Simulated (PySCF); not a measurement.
# Core-level binding energies of phosphasilene FPSiF2

Phosphasilene FPSiF2, F3PSi.
Numbering: `[F:1][P:2]=[Si:3]([F:4])[F:5]`

Method: delta-SCF UKS SCAN, pcX-2 on the ionised atom, pcseg-1 elsewhere, spin-free X2C (PySCF 2.14.0). Each binding energy is the total energy of the core-ionised species, with the hole localised on one atom, minus that of the ground state; both are solved self-consistently, so orbital relaxation is included.

Question: Give the core binding energies atom by atom.

Answer: 
| atom(s) | bonded to | level | binding energy (eV) | 2p1/2 (eV) | above the level's lowest (eV) | count |
| --- | --- | --- | --- | --- | --- | --- |
| Si3 | 2 F and P (double bond) | Si 2p3/2 | 109.73 | 110.36 | 0.00 | 1 |
| F1 | P | F 1s | 692.57 | – | 0.00 | 1 |
| F5 | Si | F 1s | 693.56 | – | +0.99 | 1 |
| F4 | Si | F 1s | 693.61 | – | +1.04 | 1 |
| Si3 | 2 F and P (double bond) | Si 1s | 1849.73 | – | 0.00 | 1 |
| P2 | F and Si (double bond) | P 1s | 2151.68 | – | 0.00 | 1 |

The listed F 1s values span 1.04 eV, from F1 (bonded to P) to F4 (bonded to Si). The widest gap between neighbouring values is 0.99 eV, between 692.57 and 693.56 eV. The values 693.56 and 693.61 eV lie too close for their order to be trusted.

Question: Which effective nuclear charge Zeff reproduces each element's mean 1s value in the hydrogen-like formula E = 13.606 eV × Zeff²?

Answer: F (Z = 9): mean 693.2 eV, Zeff = 7.14, Z − Zeff = 1.86; Si (Z = 14): mean 1849.7 eV, Zeff = 11.66, Z − Zeff = 2.34; P (Z = 15): mean 2151.7 eV, Zeff = 12.58, Z − Zeff = 2.42. Means run over the listed sites, weighted by atom count.

Not every level is listed. For 2p shells one spin-free hole was relaxed; a mean-field spin–orbit operator and the ground-state splitting of the three 2p orbitals were then diagonalised within the shell. The shell's mean is (2 × 2p3/2 + 2p1/2)/3, and the degeneracies 2j + 1 give areas of 2:1. 2p1/2 minus 2p3/2 (ligand field included): Si 0.63 eV. Geometry: PBE0-D3(BJ)/def2-SVP; no solvent, vibrations or thermal averaging.
